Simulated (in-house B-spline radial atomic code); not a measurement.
Ionisation energies along the 29-electron series, configuration [Ar] 3d10 4s1, as differences of self-consistent energies. Dirac energy differences include first-order Breit, QED and recoil terms. NIST's values go from ground level to ground level; the uncertainty of those that are theory runs from under 0.1 % in few-electron ions to several per cent in heavy many-electron ones. Computed with a B-spline radial code for spherical atoms: Dirac-Hartree-Fock, average of the configuration, finite nuclei.

| ion | configuration after | ionisation energy (eV) | IE/(q+1)² (eV) | -ε less Coulomb ΔSCF (eV) | Breit and QED recoil part (eV) | tabulated value (eV) | tabulated kind | computed minus tabulated (eV) |
| --- | --- | --- | --- | --- | --- | --- | --- | --- |
| Cu | [Ar] 3d10 | 6.56 | 6.5605 | 0.09357 | -0.0066066 | 7.72638 | measured | -1.17 |
| Zn+ | [Ar] 3d10 | ? | ? | ? | ? | ? | measured | ? |
| Ga2+ | [Ar] 3d10 | 29.61 | 3.2899 | 0.10099 | -0.018248 | 30.72576 | measured | -1.12 |
| Ge3+ | [Ar] 3d10 | 44.60 | 2.7874 | 0.10308 | -0.025999 | 45.7155 | measured | -1.12 |
| As4+ | [Ar] 3d10 | 61.66 | 2.4665 | 0.10585 | -0.035261 | 62.77 | measured | -1.11 |
| Se5+ | [Ar] 3d10 | ? | ? | ? | ? | ? | measured | ? |
| Br6+ | [Ar] 3d10 | 101.72 | 2.0759 | 0.11234 | -0.058658 | 103.03 | semi-empirical | -1.31 |

Q: Fill in the row of Zn+.

A: ionisation energy (eV): 16.83; IE/(q+1)² (eV): 4.2087; -ε less Coulomb ΔSCF (eV): 0.099544; Breit and QED recoil part (eV): -0.011869; tabulated value (eV): 17.96439; computed minus tabulated (eV): -1.13.

Q: Fill in the row of Se5+.

A: ionisation energy (eV): 80.72; IE/(q+1)² (eV): 2.2422; -ε less Coulomb ΔSCF (eV): 0.10901; Breit and QED recoil part (eV): -0.046093; tabulated value (eV): 81.83; computed minus tabulated (eV): -1.11.

Q: How far is this level of theory from the measured and semi-empirical values?

A: Over those 7 rows the differences run from -1.31 to -1.11 eV (mean absolute value 1.2 eV). The calculation leaves out correlation and, in open shells, the multiplet splittings that an average leaves out.
